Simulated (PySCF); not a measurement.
# How methods differ on the ionisation energy of O⁺

O⁺ [He] 2s2 2p3 (4S) → O²⁺ [He] 2s2 2p2 (3P), as a difference of total energies. Computed with PySCF 2.14 in dyall-av3z (15s9p3d2f, 71 functions), with the spin-free X2C one-electron Hamiltonian (Gaussian nucleus). Correlated levels: valence: 1s2 frozen; virtual orbitals above 40 to 60 times the deepest correlated orbital energy dropped. The calculations carry no spin-orbit coupling.

```json
{"method": "UHF", "ionisation energy (eV)": "34.569"}
{"method": "LDA", "ionisation energy (eV)": "35.584"}
{"method": "PBE", "ionisation energy (eV)": "35.274"}
{"method": "r2SCAN", "ionisation energy (eV)": "35.480"}
{"method": "BHandHLYP", "ionisation energy (eV)": "35.125"}
{"method": "B97-3", "ionisation energy (eV)": "35.206"}
{"method": "LC-wPBE", "ionisation energy (eV)": "35.469"}
{"method": "MP2 (valence)", "ionisation energy (eV)": "35.204"}
{"method": "SCS-MP2 (valence)", "ionisation energy (eV)": "34.944"}
```

Question: Estimate what wB97X gives.

Answer: 35.126 eV, closest to BHandHLYP among the rows shown.

Question: Estimate what PBE0 gives.

Answer: 35.307 eV, closest to PBE among the rows shown.

A first-order spin-orbit estimate (lowest level to lowest level, LS coupling) adds -0.027 eV.

Errors of the correlated levels include the incompleteness of this basis and the frozen core.

For comparison: 35.121 eV (measured; NIST Atomic Spectra Database, ionization energies).
